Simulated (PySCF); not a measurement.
Geometry (Å), atoms numbered from 1 in this order:
```xyz
9

Ga   -0.374    0.557   -1.247
O    -0.209    0.639    0.635
C     0.325   -0.438    1.274
H    -0.272   -1.381    1.172
H     0.411   -0.262    2.374
H     1.357   -0.714    0.935
H     1.115    0.308   -1.853
H    -0.994    1.979   -1.689
H    -1.358   -0.689   -1.601
```

Total charge -1.

Geometry: PBE0-D3(BJ)/def2-SVP; GIAO absolute shieldings from PySCF, gas phase, non-relativistic, averaged over equivalent atoms.

At B3LYP/pcSseg-1 (pcSseg-2 on Ga) (127 basis functions, 11 s wall time on 1 thread of an Arm Neoverse N1, shared host):
| atoms | σ (ppm) |
| --- | --- |
| Ga1 | 1520.0 |
| O2 | 338.1 |
| C3 | 119.1 |
| H7/H8/H9 | 27.36 |
| H4/H5/H6 | 27.71 |

Predict the values at PBE0/pcSseg-1 (pcSseg-2 on Ga) on the same geometry.

Results:


| atoms | σ at PBE0/pcSseg-1 (pcSseg-2 on Ga) | change |
| --- | --- | --- |
| Ga1 | 1541.4 | +21.4 |
| O2 | 348.6 | +10.5 |
| C3 | 125.7 | +6.6 |
| H7/H8/H9 | 27.22 | -0.14 |
| H4/H5/H6 | 27.68 | -0.03 |

The largest change is at Ga1 (Ga bonded to O, 3 H). Cost: 127 basis functions, 14 s wall time on 1 thread of an Arm Neoverse N1, shared host.

Relativistic effects, spin–orbit coupling among them, are left out; they matter for Ga and for the light atoms bonded to it.
